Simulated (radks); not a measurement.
Results of a calculation; reference values are marked as such.
All-electron atom: the germanium ion Ge+ in [Ar] 3d10 4s2 4p1.

Code: a radial shooting solver on a logarithmic mesh with Libxc functionals. Model: scalar-relativistic Kohn-Sham, PBE, spin-unpolarised, spherical densities, finite nucleus; Fermi nuclear charge, rms radius 4.0742 fm.

Energy parts (eV):
total: -57104.368
kinetic: 58138.577
electron-nucleus: -137352.868
Hartree: 24267.142
exchange-correlation: -2157.219

Orbitals (lengths in bohr, moments of r in powers of bohr; <r^-3> diverges for s and p1/2; r(max) is where P^2 peaks):
orbital	occ.	eigenvalue (eV)	<r^4>	<r>	<r^-3>	r(max)
1s	2	-10970.14	0.00002275	0.04700	-	0.03073
2s	2	-1380.818	0.004692	0.2100	-	0.1760
2p	6	-1207.760	0.003442	0.1837	994.5	0.1412
3s	2	-177.5147	0.3262	0.6242	-	0.5424
3p	6	-124.6474	0.4228	0.6470	134.5	0.5431
3d	10	-38.3190	1.180	0.7349	14.18	0.5037
4s	2	-19.8588	36.15	2.030	-	1.712
4p	1	-11.2425	98.42	2.555	7.711	2.086
5s	0	-4.5634	1750	5.512	-	4.975

The highest occupied level is 4p at -11.242 eV. The electron density at the nucleus is 3.21e+04 e/bohr^3 (large components only). The density falls to 0.001 e/bohr^3 at r = 3.94 bohr. For comparison, the ionisation energy in NIST's Atomic Spectra Database is 15.935 eV (measured). In exact Kohn-Sham theory the highest level is minus the ionisation energy, but local and semilocal functionals leave it too shallow, through self-interaction and a potential that decays too fast; potentials with the right tail come closer. Summed over all electrons, <r^2> = 28.17 bohr^2, which gives a Langevin (diamagnetic) susceptibility term of -22.3 x 10^-6 cm^3/mol.

Beside tabulated values, note that spin-unpolarised runs miss the spin-polarisation part of the exchange energy of open shells.
